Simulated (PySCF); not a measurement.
Species: C₇H₁₂N (doublet state).
Structure used (GFN2-xTB), in Å, numbered top down from 1:
```
atom  x, y, z in Å
C1    -1.9563    1.2450   -0.9699
C2    -1.2804    0.1791   -0.1850
C3    -2.1232   -0.8244    0.5243
C4     0.1048    0.1255   -0.1134
N5     0.8794    0.9814   -0.7306
C6     2.2520    0.6696   -0.4942
C7     2.3123   -0.4448    0.5778
C8     0.8634   -0.9345    0.6675
H9    -1.2128    1.8972   -1.4173
H10   -2.6175    1.8308   -0.3281
H11   -2.5749    0.8059   -1.7552
H12   -1.8555   -1.8397    0.2270
H13   -3.1767   -0.6640    0.3102
H14   -1.9762   -0.7627    1.6050
H15    2.7788    1.5796   -0.1900
H16    2.6986    0.3473   -1.4437
H17    2.6387   -0.0282    1.5308
H18    3.0039   -1.2364    0.2956
H19    0.5068   -1.0077    1.6950
H20    0.7295   -1.9084    0.1912
```

The hyperfine couplings belong to this conformer and change with its torsions.

As a line formula: `C[C](C)C1=NCCC1` [radical].

Method used: UKS B3LYP, pcH-1 on C H N, non-relativistic, mean-field spin-orbit, GIAO in PySCF. Isolated species at its GFN2-xTB geometry (one conformer only). The geometry wasn't refined by DFT: couplings that depend on bond lengths, twists or pyramidal angles can differ widely from those at the functional's own minimum. The SCF solution wasn't tested for stability.

Task: What is the g tensor, term by term?

Result: 
| Δg (ppm) | 1 | 2 | 3 |
| --- | --- | --- | --- |
| relativistic mass correction | -177 | -177 | -177 |
| gauge correction | -12 | 39 | 30 |
| orbital Zeeman/spin–orbit | 2 | 1073 | 2466 |
| total | -186 | 936 | 2319 |

So g = 2.00213, 2.00325, 2.00464 and g_iso = 2.00334; the tensor is rhombic: the two nearest values differ by 45 % of g3 − g1. Axes: g2 points within 13° of the C1–C2 bond.

Task: What are the electron Larmor frequencies g μB B/h along the three axes at 340 mT?

Result: 9.5276, 9.5329, 9.5395 GHz for g1, g2 and g3, a range of 11.9 MHz.

Task: How much does each term add to the isotropic shift?

Result: The orbital-Zeeman/spin–orbit term 1180, the mass correction -177 and the gauge correction 19 ppm, for a total of 1023 ppm. The orbital-Zeeman/spin–orbit term is the largest in size. The mass correction is the same along every axis, so the anisotropy comes from the other two: their spans along these axes are 50 (gauge) and 2464 ppm (orbital Zeeman/spin–orbit).

Task: At 33.809 GHz, how far is the centre of the isotropic spectrum from where a free electron (g = 2.002319) resonates?

Result: B = hν/(g μB) with μB/h = 13.99624 MHz/mT gives 1206.39 mT for the free electron and 1205.77 mT at g_iso, 0.62 mT lower.

Task: In a frozen sample, at which fields do the three g values resonate at 9.5, 34, 94 and 263 GHz (hyperfine left aside), and which band first spreads them over more than twice a line width of 0.5 mT?

Result: 
| band | GHz | B(g3) mT | B(g2) mT | B(g1) mT | spread mT |
| --- | --- | --- | --- | --- | --- |
| X | 9.5 | 338.59 | 338.83 | 339.02 | 0.42 |
| Q | 34.0 | 1211.80 | 1212.64 | 1213.32 | 1.52 |
| W | 94.0 | 3350.27 | 3352.59 | 3354.47 | 4.19 |
| J | 263.0 | 9373.64 | 9380.11 | 9385.37 | 11.73 |

The spread grows in proportion to the frequency. Q band is the first where it exceeds 1.0 mT.

Largest spin populations (Mulliken): C2 (+0.70), N5 (+0.47) and C4 (-0.19). The angles at C2 add up to 360.0°, so it is planar.

The HOMO–LUMO gaps are 6.14 eV among the α and 4.58 eV among the β orbitals.
